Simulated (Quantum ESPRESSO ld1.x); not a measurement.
Task: Species: Ba+. Configuration: [Xe] 6p1 (not the ground configuration). All-electron calculation, scalar-relativistic Kohn-Sham, LDA (Slater exchange, Perdew-Wang correlation), spin-polarised, spherical densities, point nucleus; open shells are filled with parallel spins first. Program: ld1.x of Quantum ESPRESSO 7.5. Some entries of the table are withheld. Estimate them.

orbital,occ.,eigenvalue (eV),r(max) (bohr)
1s up,1,-37227.8,0.01644
1s down,1,-37227.8,0.01644
2s up,1,-5891.08,0.09296
2s down,1,-5891.07,0.09296
2p up,3,-5286.05,0.07464
2p down,3,-5286.05,0.07464
3s up,1,-1248.48,0.2666
3s down,1,-1248.47,0.2666
3p up,3,-1054.50,0.2608
3p down,3,-1054.49,0.2608
3d up,5,-771.991,0.2150
3d down,5,-771.985,0.2150
4s up,1,-250.143,0.6249
4s down,1,-250.131,0.6249
4p up,3,-187.501,0.6535
4p down,3,-187.489,0.6535
4d up,5,-96.5316,0.6953
4d down,5,-96.5156,0.6953
5s up,1,(1),1.466
5s down,1,(2),1.466
5p up,3,-25.5252,1.665
5p down,3,-25.4629,1.665
6p up,1,-5.8633,4.751
6p down,0,-5.2711,4.745

Result: 
(1) 5s up eigenvalue (eV): -40.6080
(2) 5s down eigenvalue (eV): -40.5620
